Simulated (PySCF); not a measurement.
**Excitation energy of Ar²⁺ by level of theory**

Ar²⁺ [Ne] 3s2 3p4 (3P) → Ar²⁺ [Ne] 3s1 3p4 3d1 (high-spin determinant), as a difference of total energies. Calculation: PySCF 2.14, in aug-cc-pCVTZ-DK; scalar relativity by spin-free X2C-1e. Correlated levels: valence and next inner shell: 1s2 frozen. The calculations carry no spin-orbit coupling.

| method | excitation energy (cm⁻¹) |
| --- | --- |
| UHF | 254840 |
| MP2 (valence and next inner shell) | 260020 |
| SCS-MP2 (valence and next inner shell) | 260890 |
| CCSD (valence and next inner shell) | 254570 |
| CCSD(T) (valence and next inner shell) | 252290 |

The promoted electron is Rydberg-like, and one or two diffuse shells describe it only roughly, which tends to raise the upper state.

The coupled-cluster amplitudes are large for the upper state (T1 above 0.03 or a double amplitude above 0.15), so a single reference is strained.

The determinant of the upper state mixes LS terms, which raises its energy above the lowest term, most at the Hartree-Fock and MP2 levels.
